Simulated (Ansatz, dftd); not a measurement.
Reaction: H2SiO (oxosilane, SMILES O=[SiH2]) + H+ → H3SiO+ (SMILES [OH+]=[SiH2])
Each species at its own B3LYP-D3(BJ)/def2-TZVP minimum (Ansatz, a program for electronic structure).

Property: proton affinity (electronic), positive where energy is released, in kJ/mol. Radicals and triplets start from unrestricted determinants; spin-orbit coupling is neglected. Correlated methods leave the cores frozen. Rows without X2C or -DK are non-relativistic. CBS(X,Y): correlation extrapolated as X^-3, Hartree-Fock from the larger set (Q,5: extrapolated as (X+1)exp(-9√X)). A bracket is a step between two methods taken in the basis named. Functionals run without relativity, which enters their misses. Double hybrids freeze cores in their MP2 part. '+ core + X2C': CCSD(T) terms for core correlation (cc-pwCVTZ, 1s frozen past Ne) and scalar relativity (cc-pVTZ-DK). The T1 diagnostic of H2OSi (O=[SiH2], singlet) reaches 0.025 in the sets run.

Compared with CCSD(T)/CBS(cc-pV(Q+d)Z,cc-pV(5+d)Z) + [CCSDT(Q) - CCSD(T)]/cc-pV(T+d)Z + [CCSDTQ - CCSDT(Q)]/cc-pV(D+d)Z + core + X2C (Ansatz): 862.4 kJ/mol.

Costs are rough ratios of core time, to one figure, on one kind of shared machine, summed over the single points of the molecules; atoms, geometries and frequencies are left out. The first row took roughly 5 core seconds; short runs hold start-up time.

| level | program | cost relative to the first row | difference (kJ/mol) |
|---|---|---|---|
| PBE/def2-TZVPD | Ansatz | 1 | -12.8 |
| B2PLYP-D3(BJ)/def2-TZVPD | Ansatz + dftd3 | 2 | -3.9 |
| B2PLYP/def2-TZVPD | Ansatz | 2 | -4.9 |
| B2GP-PLYP-D3(BJ)/def2-TZVPD | Ansatz + dftd3 | 2 | -1.0 |
| CCSDT(Q)/cc-pV(D+d)Z | Ansatz | 10 | 10.5 |
| CCSDT(Q)/cc-pV(T+d)Z | Ansatz | 200 | 8.9 |
| CCSDTQ/cc-pV(D+d)Z | Ansatz | 500 | 11.0 |

The dearest row costs roughly 500 times the first. Costs within a factor of two don't rank. The table holds for this case alone.
